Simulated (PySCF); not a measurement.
C$_{4}$H$_{7}$ (SMILES C=C([CH2-])C), charge -1, singlet, geometry from GFN2-xTB (in this run its highest filled SCF level lies above zero, so its values depend strongly on the basis, on diffuse functions most of all); PySCF with BLYP/6-31G**.

The PySCF input:
```python
from pyscf import gto, scf, dft

mol = gto.Mole()
mol.atom = '''
    C    -0.19024082    0.13060277    1.42330928
    C    -0.00498966    0.11664803    0.05908609
    H    -0.28744948    1.05632604    1.97577308
    H    -0.20755370   -0.77968074    2.01169741
    C     0.08676696    1.20492954   -0.78061181
    H     0.17732246    1.09117949   -1.85501323
    H    -0.03223483    2.21755638   -0.41733078
    C     0.10356375   -1.24871026   -0.60034753
    H     0.36600386   -2.02101005    0.12619141
    H    -0.84814294   -1.53662037   -1.06173446
    H     0.86145311   -1.24857125   -1.38819972
'''
mol.basis = '6-31g**'
mol.charge = -1
mol.verbose = 4
mol.build()

mf = dft.RKS(mol)
mf.xc = 'blyp'
mf.kernel()
```

It wrote (shortened):

```
PySCF version 2.14.0

[INPUT] verbose = 4
[INPUT] num. atoms = 11
[INPUT] num. electrons = 32
[INPUT] charge = -1
[INPUT] spin (= nelec alpha-beta = 2S) = 0
[INPUT] symmetry False subgroup None
[INPUT] Mole.unit = angstrom
[INPUT] Symbol           X                Y                Z      unit          X                Y                Z       unit  Magmom
[INPUT]  1 C     -0.190240820000   0.130602770000   1.423309280000 AA   -0.359503047513   0.246803466410   2.689664729752 Bohr   0.0
[INPUT]  2 C     -0.004989660000   0.116648030000   0.059086090000 AA   -0.009429090855   0.220432829670   0.111656527871 Bohr   0.0
[INPUT]  3 H     -0.287449480000   1.056326040000   1.975773080000 AA   -0.543200791849   1.996166913846   3.733670005488 Bohr   0.0
[INPUT]  4 H     -0.207553700000  -0.779680740000   2.011697410000 AA   -0.392219649140  -1.473383063198   3.801557150397 Bohr   0.0
[INPUT]  5 C      0.086766960000   1.204929540000  -0.780611810000 AA    0.163965791061   2.276986829998  -1.475142530501 Bohr   0.0
[INPUT]  6 H      0.177322460000   1.091179490000  -1.855013230000 AA    0.335090885134   2.062030388843  -3.505466962145 Bohr   0.0
[INPUT]  7 H     -0.032234830000   2.217556380000  -0.417330780000 AA   -0.060915000372   4.190574223982  -0.788640877551 Bohr   0.0
[INPUT]  8 C      0.103563750000  -1.248710260000  -0.600347530000 AA    0.195707123933  -2.359720400334  -1.134492411259 Bohr   0.0
[INPUT]  9 H      0.366003860000  -2.021010050000   0.126191410000 AA    0.691647055934  -3.819155489494   0.238467204173 Bohr   0.0
[INPUT] 10 H     -0.848142940000  -1.536620370000  -1.061734460000 AA   -1.602757871083  -2.903791656728  -2.006387346413 Bohr   0.0
[INPUT] 11 H      0.861453110000  -1.248571250000  -1.388199720000 AA    1.627910447055  -2.359457709506  -2.623317276998 Bohr   0.0

nuclear repulsion = 112.850406460393
number of shells = 45
number of NR pGTOs = 157
number of NR cGTOs = 91
basis = 6-31g**
ecp = {}

******** <class 'pyscf.dft.rks.RKS'> ********
method = RKS
initial guess = minao
damping factor = 0
level_shift factor = 0
DIIS = <class 'pyscf.scf.diis.CDIIS'>
diis_start_cycle = 1
diis_space = 8
diis_damp = 0
SCF conv_tol = 1e-09
SCF conv_tol_grad = None
SCF max_cycles = 50
direct_scf = True
direct_scf_tol = 1e-13
XC library pyscf.dft.libxc version 7.1.2
    S. Lehtola, C. Steigemann, M. J. T. Oliveira, and M. A. L. Marques,  SoftwareX 7, 1–5 (2018)
XC functionals = blyp
    A. D. Becke,  Phys. Rev. A 38, 3098 (1988)
    C. Lee, W. Yang, and R. G. Parr,  Phys. Rev. B 37, 785 (1988)
    B. Miehlich, A. Savin, H. Stoll, and H. Preuss,  Chem. Phys. Lett. 157, 200 (1989)
radial grids:
    Treutler-Ahlrichs [JCP 102, 346 (1995); DOI:10.1063/1.469408] (M4) radial grids

becke partition: Becke, JCP 88, 2547 (1988); DOI:10.1063/1.454033
pruning grids: <function nwchem_prune>
grids dens level: 3
symmetrized grids: False
atomic radii adjust function: <function treutler_atomic_radii_adjust>
small_rho_cutoff = 0
Set gradient conv threshold to 3.16228e-05
Initial guess from minao.
tot grids = 125128
init E= -156.57182293037
  HOMO = -0.20902533287951  LUMO = -0.0465435391643596  gap/eV = 4.42135
cycle= 1 E= -156.249995951699  delta_E= 0.322  |g|= 0.828  |ddm|= 3.02
  HOMO = 0.296139499427035  LUMO = 0.309491800495727  gap/eV = 0.36333
cycle= 2 E= -155.963001427904  delta_E= 0.287  |g|= 1.27  |ddm|= 4.58
  HOMO = 0.134967978906526  LUMO = 0.265202649959399  gap/eV = 3.54387
cycle= 3 E= -156.459032273591  delta_E= -0.496  |g|= 0.0924  |ddm|= 3.43
  HOMO = 0.138310203069295  LUMO = 0.266241816368331  gap/eV = 3.48120
cycle= 4 E= -156.459403841376  delta_E= -0.000372  |g|= 0.0824  |ddm|= 0.214
  HOMO = 0.139999341996415  LUMO = 0.265586351713501  gap/eV = 3.41740
cycle= 5 E= -156.461032467221  delta_E= -0.00163  |g|= 0.0317  |ddm|= 0.124
  HOMO = 0.139608648695091  LUMO = 0.266022398419104  gap/eV = 3.43989
cycle= 6 E= -156.461326415203  delta_E= -0.000294  |g|= 0.00535  |ddm|= 0.0454
  HOMO = 0.139238531399976  LUMO = 0.266294877802516  gap/eV = 3.45738
cycle= 7 E= -156.461334268495  delta_E= -7.85e-06  |g|= 0.00227  |ddm|= 0.0104
  HOMO = 0.139258632598226  LUMO = 0.266190187419004  gap/eV = 3.45398
cycle= 8 E= -156.461335614994  delta_E= -1.35e-06  |g|= 0.000391  |ddm|= 0.00258
  HOMO = 0.139228352314541  LUMO = 0.26617141403589  gap/eV = 3.45430
cycle= 9 E= -156.461335657558  delta_E= -4.26e-08  |g|= 5.14e-05  |ddm|= 0.00067
  HOMO = 0.139229663312399  LUMO = 0.266168045984909  gap/eV = 3.45417
cycle= 10 E= -156.461335658261  delta_E= -7.03e-10  |g|= 9.64e-06  |ddm|= 0.000105
  HOMO = 0.139229911349192  LUMO = 0.266169245787072  gap/eV = 3.45420
Extra cycle  E= -156.461335658262  delta_E= -1.31e-12  |g|= 9.22e-06  |ddm|= 3.09e-05
converged SCF energy = -156.461335658262
```
